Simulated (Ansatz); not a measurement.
C3H5ClSi, SMILES `[SiH3]C1=CC1Cl`. Charge 0, multiplicity 1.

```xyz
10

Si    0.617    0.124   -1.582
C    -0.220   -0.149    0.037
C    -1.271   -0.372    0.778
C    -0.043   -0.145    1.514
Cl    0.216    1.414    2.365
H     1.703   -0.877   -1.729
H    -0.364   -0.026   -2.684
H     1.196    1.489   -1.588
H    -2.333   -0.541    0.841
H     0.498   -0.917    2.048
```

**Question.** Give the diagnostics of a CCSD(T)/def2-TZVPP run (frozen core, Ansatz). (Estimate.)

**Answer.** Computed: T1 = 0.0107, largest single amplitude 0.015, largest double 0.066, (T) share of the correlation energy 4.5 %, 9 CCSD cycles. The RHF solution is stable towards an unrestricted one. T1 lies under the customary mark of 0.02 for closed shells.
